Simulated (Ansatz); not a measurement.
[MoO3(OH)]- (MoO₄H⁻). Total charge -1; triplet. Geometry PBE0-D4/def2-SVPD, that of the charge -1 singlet; atoms count from 1.

```
atom   x (Å)   y (Å)   z (Å)
 Mo1  -0.414  -0.154  -0.151
  O2  -1.026   0.010  -1.749
  O3  -0.285  -1.815   0.286
  O4  -1.429   0.654   0.981
  O5   1.353   0.655  -0.108
  H6   1.801   0.650   0.741
```

In the def2 sets Mo takes a core potential; there is no spin–orbit coupling. The highest occupied level of the charge -1 triplet lies above zero (up to 1.42 eV). By energy differences its removal costs 0.68 eV (vertical, to the charge 0 doublet, at PBE0-D4/def2-TZVPD), and other spins of that charge weren't run; a positive level beside a positive removal energy at the same level points to self-interaction error. At PBE0-D4/def2-TZVPD a singlet of charge -1 lies 4.45 eV below the triplet at the same geometry.

Question: Estimate the Mulliken populations from the PBE0/def2-TZVPD orbitals of Ansatz.

Answer: 
```
atom  charge (e)  spin (α − β)  d electrons
 Mo1        2.30          0.61         3.61
  O2       -1.00          0.15            –
  O3       -0.82          0.59            –
  O4       -0.80          0.63            –
  O5       -0.93         -0.02            –
  H6        0.25          0.04            –
```
Mulliken values and Mayer orders depend strongly on the basis. With diffuse functions, as here, like atoms can get unlike values, and bond orders can come out too low or too high.

Question: Where does the spin sit?

Answer: Summed by element: Mo 0.61, O 1.35, H 0.04, of 2 unpaired in all. Largest on single atoms: O4 0.63, Mo1 0.61, O3 0.59.

Question: And the Mayer bond orders between bonded heavy atoms (over 0.3)?

Answer: Mo1–O2 1.25 (1.72 Å); Mo1–O3 0.97 (1.72 Å); Mo1–O4 0.94 (1.72 Å); Mo1–O5 0.45 (1.94 Å). Values over 0.3 also appear between atoms too far apart for a bond (O3–O4 0.32 at 2.81 Å); they arise where an orbital or an unpaired electron spreads over both atoms.
